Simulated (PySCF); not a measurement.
C5H10O2Si, SMILES O=C([SiH2]CC(=O)C)C, GFN2-xTB optimised geometry.

```
18

C      0.14     2.76    -1.79
C      1.29     1.80    -1.66
O      1.90     1.37    -2.61
C      1.60     1.37    -0.26
Si     1.01    -0.42     0.00
C     -0.92    -0.42     0.00
C     -1.60    -1.76     0.01
O     -1.55     0.62     0.00
H     -0.09     2.94    -2.84
H      0.40     3.70    -1.31
H     -0.73     2.35    -1.28
H      2.68     1.39    -0.12
H      1.14     2.04     0.47
H      1.47    -1.31    -1.06
H      1.45    -0.91     1.32
H     -1.23    -2.35     0.85
H     -1.34    -2.29    -0.91
H     -2.68    -1.66     0.07
```

Density from B3LYP/def2-SVP (PySCF) at that geometry.

Minimum of the electron density along straight lines between bonded atoms, close to the bond critical point (lines longer than 1.1 times the sum of covalent radii, or with two minima, are not listed):

```csv
bond,length / Å,ρ at the minimum / e bohr⁻³,∇²ρ there / e bohr⁻⁵,position (fraction from the first atom)
C1–C2,1.503,0.261,-0.63,0.49
C2–O3,1.208,0.411,0.35,0.33
C2–C4,1.502,0.259,-0.61,0.51
C4–Si5,1.907,0.109,0.29,0.62
Si5–C6,1.934,0.110,0.27,0.38
C6–C7,1.503,0.261,-0.63,0.51
C6–O8,1.211,0.404,0.46,0.33
C1–H9,1.087,0.278,-1.04,0.63
C1–H10,1.089,0.273,-0.99,0.62
C1–H11,1.089,0.277,-1.05,0.64
C4–H12,1.090,0.272,-0.97,0.63
C4–H13,1.088,0.275,-0.99,0.63
Si5–H14,1.461,0.119,0.34,0.49
Si5–H15,1.468,0.116,0.32,0.49
C7–H16,1.087,0.275,-1.00,0.63
C7–H17,1.088,0.274,-1.00,0.63
C7–H18,1.088,0.277,-1.04,0.64
```
